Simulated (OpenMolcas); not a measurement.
## Ru³⁺: from RASSCF to RASPT2

```
Program             : OpenMolcas 26.06
Basis               : ANO-RCC-VTZP [7s6p4d2f1g]
Scalar Hamiltonian  : DKH2, point nucleus
Active space        : 5 electrons in 9 orbitals (RAS2 4d 5s; RAS3 5p, at most 2 electrons)
State averaging     : 2S+1 = 6 even, 6 roots; 2S+1 = 4 even, 74 roots kept (CI in the orbitals of an earlier block); 2S+1 = 2 even, 89 roots kept (CI in the orbitals of an earlier block); 2S+1 = 6 odd, 15 roots; 2S+1 = 4 odd, 15 roots kept (CI in the orbitals of an earlier block); 2S+1 = 2 odd, 9 roots kept (CI in the orbitals of an earlier block, 0 in the spin-orbit step)
Spin-orbit coupling : state interaction with AMFI integrals over the reference wave functions, term energies averaged over their components
```

Methods on the same reference wave functions:
A. RASSCF
B. SS-RASPT2, IPEA 0.25 Eh, imaginary shift 0.1 Eh (closed shells correlated: 4s 4p)
C. MS-RASPT2, IPEA 0.25 Eh, imaginary shift 0.1 Eh (closed shells correlated: 4s 4p)

Energies in cm⁻¹ above 4d⁵ ⁶S_5/2.

```
               Level      A      B      C
          4d⁵ ⁶S_5/2    0.0    0.0    0.0
          4d⁵ ⁴G_5/2  28012  23670  23670
          4d⁵ ⁴G_7/2  28238  23930  23930
         4d⁵ ⁴G_11/2  28303  24030  24030
          4d⁵ ⁴G_9/2  28372  24090  24090
   4d⁵ ⁴P_5/2 [57 %]  31202  25880  25880
   4d⁵ ⁴P_3/2 [60 %]  31663  26370  26370
   4d⁵ ⁴P_1/2 [72 %]  32259  27110  27110
          4d⁵ ⁴D_7/2  34414  28330  28330
   4d⁵ ⁴D_1/2 [73 %]  35078  29230  29230
   4d⁵ ⁴D_5/2 [60 %]  35517  29760  29760
   4d⁵ ⁴D_3/2 [59 %]  35519  29800  29800
         4d⁵ ²I_11/2  40512  35250  35250
         4d⁵ ²I_13/2  41012  35820  35820
4d⁵ ²D_5/2(1) [51 %]  43681  36890  36890
4d⁵ ²D_3/2(1) [59 %]  44921  37720  37720
          4d⁵ ⁴F_9/2  46396  38750  38750
          4d⁵ ⁴F_5/2  47018  39470  39470
4d⁵ ²F_7/2(1) [54 %]  47441  40520  40520
   4d⁵ ⁴F_3/2 [58 %]  48082  40700  40700
         4d⁵ ²H_11/2  50788  44300  44300
       4d⁵ ²G_7/2(1)  51124  43170  43170
       4d⁵ ²F_5/2(2)  54622  45580  45580
       4d⁵ ²F_7/2(2)  54638  45490  45490
```

Between B and C no level of the table moves by more than 5 cm-1.

From A to B the spin-free energies of the other terms of 4d⁵ shown, above ⁶S, scale by factors of 0.82 to 0.87, as is usual when dynamic correlation screens the repulsion within a d or f shell.

The lowest spin-free term lies below A's lowest term by 0.373 hartree in B, 0.373 hartree in C.

CASPT2 breaks the degeneracy within a term, and the mean is taken; among the terms shown or strongly mixed into the levels shown the widest spread is 230 cm-1 (4d⁵ ⁴F, B). Some high roots are left out of the spin-orbit mixing, which shifts the levels that they would mix with. Terms from blocks run as CI alone lack orbitals of their own. Without dynamic correlation excited terms often stand tens of per cent too high (terms of higher spin than the ground term too low), and those without a measured partner can miss by more than the paired ones (holds for A). Blocks of more than 70 roots (2S+1 = 4 even, 2 even) ran without multistate coupling (holds for C). Only configurations of the active space appear. The table leaves out levels that lie high or whose names do not pair safely across all columns.

A share in square brackets marks a mixed level and gives the weight of the term that names it, the lowest over the columns. A number in round brackets counts repeated terms of one configuration in the order of the reference energies.
